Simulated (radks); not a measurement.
The numbers below are computed, except where a source is named.
All-electron atom: Ni8+ in [Ar] 3d2. Code: a radial shooting solver on a logarithmic mesh with Libxc functionals. Model: non-relativistic Kohn-Sham, PBE, spin-polarised, spherical densities, point nucleus; open shells are filled with parallel spins first.

Unscreened Slater integrals over Kohn-Sham orbitals (hartree). They are taken over the spin-up orbitals.

| integral | value |
|---|---|
| F0(3d,3d) | 1.3130 |
| F2(3d,3d) | 0.65122 |
| F4(3d,3d) | 0.41482 |
| F0(3d,3p) | 1.2894 |
| F2(3d,3p) | 0.63168 |
| G1(3d,3p) | 0.74871 |
| G3(3d,3p) | 0.47441 |
| F0(3d,3s) | 1.2940 |
| G2(3d,3s) | 0.57419 |
| F0(3d,2p) | 1.7325 |
| F2(3d,2p) | 0.40877 |
| G1(3d,2p) | 0.33170 |
| G3(3d,2p) | 0.18926 |
| F0(3p,3p) | 1.2814 |
| F2(3p,3p) | 0.64946 |
| F0(3p,3s) | 1.2848 |
| G1(3p,3s) | 0.85274 |
| F0(3p,2p) | 1.7204 |
| F2(3p,2p) | 0.37291 |
| G0(3p,2p) | 0.14703 |
| G2(3p,2p) | 0.15606 |
| F0(3s,3s) | 1.2899 |
| F0(3s,2p) | 1.7052 |
| G1(3s,2p) | 0.15126 |
| F0(2p,2p) | 4.2157 |
| F2(2p,2p) | 1.9922 |

Derived for the open shells (J is the average intra-shell exchange parameter used in DFT+U). 3d: Racah B = F2/49 - 5 F4/441 = 0.008587 hartree, C = 35 F4/441 = 0.03292 hartree, C/B = 3.83, F4/F2 = 0.637, J = (F2 + F4)/14 = 0.07615 hartree.
